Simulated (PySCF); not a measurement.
# Computed data sheet: `C=C[C+](C)CCC`

C7H13 (charge +1).
Geometry (GFN2-xTB, Å), atoms numbered from 1 in this order:
```xyz
20
C7H13 angstrom
C     -0.581    1.964    0.565
C     -1.201    0.765    0.685
C     -1.009   -0.324   -0.194
C     -1.868   -1.500   -0.079
C      0.119   -0.361   -1.120
C      1.375   -0.682   -0.230
C      2.037    0.540    0.360
H     -0.705    2.723    1.322
H     -0.056    2.267   -0.326
H     -1.861    0.606    1.529
H     -2.352   -1.589    0.891
H     -1.349   -2.423   -0.338
H     -2.667   -1.392   -0.824
H     -0.004   -1.149   -1.861
H      0.306    0.585   -1.626
H      1.102   -1.387    0.557
H      2.081   -1.185   -0.892
H      1.337    1.140    0.958
H      2.835    0.235    1.034
H      2.455    1.176   -0.416
```

GFN2-xTB geometry:

- Point group of the GFN2-xTB geometry: C1
- Rotational constants A, B, C of the GFN2-xTB geometry: 3.203, 2.288, 1.548 GHz

PBE0/pcSseg-1 ground state and GIAO shieldings, non-relativistic (PySCF):

- HOMO energy: -13.60 eV
- LUMO energy: -8.36 eV
- HOMO–LUMO gap: 5.24 eV
- Lowest Hirshfeld atomic charge: -0.10 e on C7
- Highest Hirshfeld atomic charge: +0.18 e on C3
- 13C chemical shifts (computed TMS as zero) by class: 258.0 (C3), 184.5 (C1), 148.9 (C2), 51.3 (C5), 41.6 (C4), 21.9 (C6), 15.0 (C7) ppm
- 1H chemical shifts (computed TMS as zero) by class: 8.77 (H8), 8.16 (H10), 7.67 (H9), 3.67 (H11/H12/H13), 3.32 (H14/H15), 1.76 (H16/H17), 0.92 (H18/H19/H20) ppm
- Mayer bond orders between heavy atoms: C1–C2 1.68, C2–C3 1.26, C3–C4 1.13, C3–C5 1.12, C5–C6 0.92, C6–C7 1.06

Monoisotopic mass of the ion (most abundant isotopes, electron mass counted): 97.1012 u.

With B = h/(8π²I), that is 505.379 GHz u Å² over I, the principal moments of inertia are 157.8, 220.8 and 326.4 u Å² (most abundant isotopes). The rotational constants make it an asymmetric top with κ = (2B − A − C)/(A − C) = -0.11, nearer the prolate limit (−1).

One conformer (not necessarily the lowest) at the GFN2-xTB geometry, without solvent or vibrations. NMR classes are plain means over equivalent atoms (diastereotopic ones count apart unless rotation or inversion swaps them), as if these changed places fast; in this geometry the members of some classes differ.

For the NMR shielding job (PBE0/pcSseg-1), hardware: one thread, Arm Neoverse V2, shared host. Cost: 22 s of wall time.
